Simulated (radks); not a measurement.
The numbers below are computed, except where a source is named.
Ag IV, configuration [Ar] 3d10 4s2 4p5.75 4d8 5s0.25 (fractional occupations, a model configuration).

Code: a radial shooting solver on a logarithmic mesh with Libxc functionals. Model: scalar-relativistic Kohn-Sham, r2SCAN, spin-unpolarised, spherical densities, finite nucleus; meta-GGA in the generalised Kohn-Sham scheme; Fermi nuclear charge, rms radius 4.5454 fm.

Energy parts (eV):
total: -144590.420
kinetic: 150220.096
electron-nucleus: -347715.225
Hartree: 56937.801
exchange-correlation: -4033.092

Orbitals (lengths in bohr, moments of r in powers of bohr; r(max) is where P^2 peaks):
| orbital | occ. | eigenvalue (eV) | r(max) |
|---|---|---|---|
| 1s | 2 | -25421.79 | 0.02016 |
| 2s | 2 | -3793.062 | 0.1139 |
| 2p | 6 | -3403.760 | 0.09116 |
| 3s | 2 | -735.3842 | 0.3321 |
| 3p | 6 | -606.4715 | 0.3255 |
| 3d | 10 | -403.7001 | 0.2744 |
| 4s | 2 | -138.2562 | 0.8220 |
| 4p | 5.75 | -100.3979 | 0.8733 |
| 4d | 8 | -45.4126 | 1.005 |
| 5s | 0.25 | -31.2095 | 2.085 |

The highest occupied level is 5s at -31.210 eV. The electron density at the nucleus is 1.493e+05 e/bohr^3 (large components only). Summed over all electrons, <r^2> = 26.88 bohr^2, which gives a Langevin (diamagnetic) susceptibility term of -21.3 x 10^-6 cm^3/mol. The density falls to 0.001 e/bohr^3 at r = 3.20 bohr.
